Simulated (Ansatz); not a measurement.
A run for Ansatz (a program for electronic structure): U-CCSD(T)/def2-SVP on GeH4Si (SMILES [SiH3][GeH]), a point of a bond scan (R = 4.764 Å). The run froze 19 orbitals, filled d shells among them.

Ansatz 0.2 input:
```yaml
crystal:
  periodic: [false, false, false]
  atoms:
    - {symbol: Ge, position_ang: [0.02685858, 0.67888508, 0.55005831]}
    - {symbol: H, position_ang: [-0.44427669, 1.55316857, -0.70383312]}
    - {symbol: Si, position_ang: [-0.02124929, -1.29644312, -0.93386225]}
    - {symbol: H, position_ang: [2.95336985, -0.62844379, -4.59453959]}
    - {symbol: H, position_ang: [-1.39240712, -1.47710314, -1.48487088]}
    - {symbol: H, position_ang: [0.36638007, -2.56249089, -0.26126659]}
basis:
  gaussian:
    orbitals: def2-SVP
correlation: {method: ccsd_t, electrons: outside_noble_gas}
scf: {omitted_lower_state_checks: [cluster_reference]}
magnetization: {spin_polarized: true, initial_magnetization: 0}
```

The log:

```
WARN ansatz: RAYON_NUM_THREADS=1 ignored (pool sized by the plan → 1); use --threads N
Functional definition: HF
these checks for a lower state are left out or cut short: cluster_reference
integrals: 0.07 GiB planned
691 factors; integrals over basis functions are off by at most 1.3e-3 eV
mean field: 0.29 GiB planned
mean field evaluation 1: about -64377.6287 eV, gradient 1.2e1 eV
mean field evaluation 2: about -64377.6328 eV, gradient 1.2e1 eV
mean field evaluation 4: about -64379.3498 eV, gradient 8.0e0 eV
mean field evaluation 8: about -64381.1574 eV, gradient 3.6e-1 eV
mean field evaluation 16: about -64381.8204 eV, gradient 4.1e0 eV
mean field evaluation 32: about -64385.2559 eV, gradient 8.2e-1 eV
mean field evaluation 64: about -64383.3925 eV, gradient 5.6e0 eV
mean field evaluation 96: about -64377.9826 eV, gradient 9.9e0 eV
mean field evaluation 128: about -64379.8197 eV, gradient 7.1e0 eV
mean field evaluation 160: about -64381.1678 eV, gradient 1.1e-1 eV
mean field -64385.36025026 eV, -2366.1183472324 hartree, gradient 3.4e-6 eV, S^2 1.315190; 10 other end points of the search recorded, 0 dependent functions left out
19 core orbitals not correlated
reference -64385.36025026 eV, -2366.1183472324 hartree; 6, 6 occupied and 45, 45 virtual orbitals, 691 factors
second order -4.22793750 eV of doubles, -0.00000000 eV of singles
coupled cluster: 0.17 GiB planned
cycle   1  -4.99965726 eV  change   -7.7e-1 eV  update   8.3e-2
cycle   2  -5.34204691 eV  change   -3.4e-1 eV  update   4.2e-2
cycle   3  -5.39608451 eV  change   -5.4e-2 eV  update   2.7e-2
cycle   4  -5.42081548 eV  change   -2.5e-2 eV  update   1.8e-2
cycle   5  -5.44357392 eV  change   -2.3e-2 eV  update   1.0e-2
cycle   6  -5.44974209 eV  change   -6.2e-3 eV  update   4.1e-3
cycle   7  -5.45163458 eV  change   -1.9e-3 eV  update   1.8e-3
cycle   8  -5.45280338 eV  change   -1.2e-3 eV  update   8.4e-4
cycle   9  -5.45251917 eV  change    2.8e-4 eV  update   3.1e-4
cycle  10  -5.45261101 eV  change   -9.2e-5 eV  update   1.5e-4
cycle  11  -5.45269301 eV  change   -8.2e-5 eV  update   7.7e-5
cycle  12  -5.45270052 eV  change   -7.5e-6 eV  update   4.5e-5
cycle  13  -5.45266859 eV  change    3.2e-5 eV  update   3.2e-5
cycle  14  -5.45265331 eV  change    1.5e-5 eV  update   2.5e-5
cycle  15  -5.45266722 eV  change   -1.4e-5 eV  update   2.0e-5
cycle  16  -5.45267983 eV  change   -1.3e-5 eV  update   1.6e-5
cycle  17  -5.45267886 eV  change    9.7e-7 eV  update   1.2e-5
coupled cluster: 0.17 GiB planned
perturbative correction -0.17992514 eV, -0.0066121271 hartree
Total energy: -64390.99285427 eV, -2366.3253416118 hartree
Checks for a lower state left out: cluster_reference
```

The calculation finished and met its thresholds. Its determinant has ⟨S²⟩ = 1.32, a mixture of spin states.

Cost: around 17 core-seconds (rough).
